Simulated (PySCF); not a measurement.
From one molecule to another.

First species: C₆H₅NOS.
InChI=1S/C6H5NOS/c7-6-3-5-4(8-6)1-2-9-5/h1-3H,7H2

Second species: C6H6S.
Atom-mapped SMILES: `[CH2:1]=[CH:2][c:3]1[cH:4][cH:5][s:6][cH:7]1` (hydrogens: H8, H9 on C1; H10 on C2; H11 on C4; H12 on C5; H13 on C7)

Levels: CAM-B3LYP/def2-SVPD for dipole moment, HOMO energy, LUMO energy, HOMO–LUMO gap, static isotropic polarisability and electronic spatial extent ⟨r²⟩ about the centre of nuclear charge; TDDFT CAM-B3LYP/def2-SVPD for lowest singlet excitation; TDA CAM-B3LYP/def2-SVPD for lowest triplet excitation (Tamm–Dancoff); GFN2-xTB for rotational constant A and rotational constant C. Geometries: GFN2-xTB. All species are isolated and taken at one optimised geometry, non-relativistic unless stated; the electronic structure was computed with PySCF and density fitting.

Dipoles, sizes and rotational constants follow the conformer. The torsions of the flexible species, by atom-mapped SMILES:
- `[NH2:1][c:2]1[cH:3][c:4]2[s:5][cH:6][cH:7][c:8]2[o:9]1`: H–N1–C2–C3 29°, H–N1–C2–C3 163°
- `[CH2:1]=[CH:2][c:3]1[cH:4][cH:5][s:6][cH:7]1`: C1–C2–C3–C4 0°

| property | column X | column Y |
| --- | --- | --- |
| dipole moment | 0.32 D | 2.21 D |
| HOMO energy | -7.65 eV | -6.54 eV |
| LUMO energy | 0.26 eV | 0.84 eV |
| HOMO–LUMO gap | 7.91 eV | 7.38 eV |
| lowest singlet excitation | 5.39 eV | 4.75 eV |
| lowest triplet excitation (Tamm–Dancoff) | 3.32 eV | 3.16 eV |
| static isotropic polarisability | 90.0 au | 98.5 au |
| electronic spatial extent ⟨r²⟩ about the centre of nuclear charge | 941 bohr² | 1305 bohr² |
| rotational constant A | 6.769 GHz | 3.989 GHz |
| rotational constant C | 1.215 GHz | 0.835 GHz |

**Question.** Which column belongs to which species?

**Answer.** Column X is the second species and column Y the first. The first has 14 atoms and 72 electrons, the second 13 and 58.

**Question.** How does each property change from the first species to the second?

**Answer.** dipole moment -1.89 D; HOMO energy -1.11 eV; LUMO energy -0.58 eV; HOMO–LUMO gap +0.53 eV; lowest singlet excitation +0.64 eV; lowest triplet excitation (Tamm–Dancoff) +0.16 eV; static isotropic polarisability -8.5 au; electronic spatial extent ⟨r²⟩ about the centre of nuclear charge -364 bohr²; rotational constant A +2.780 GHz; rotational constant C +0.380 GHz.

On the first: The polarisability is 14.60 Å³ as a volume (1 au = 0.148185 Å³), or 1.37 au for each of the 72 electrons. The vertical singlet–triplet gap S1 − T1 is 1.59 eV (TDDFT singlet less Tamm–Dancoff triplet; S1: HOMO→LUMO, weight 0.96; T1: HOMO→LUMO, weight 0.89).

On the second: S1 lies 2.52 eV below the HOMO–LUMO gap; its leading configuration is HOMO→LUMO, weight 0.76. The polarisability is 13.34 Å³ as a volume (1 au = 0.148185 Å³), or 1.55 au for each of the 58 electrons.
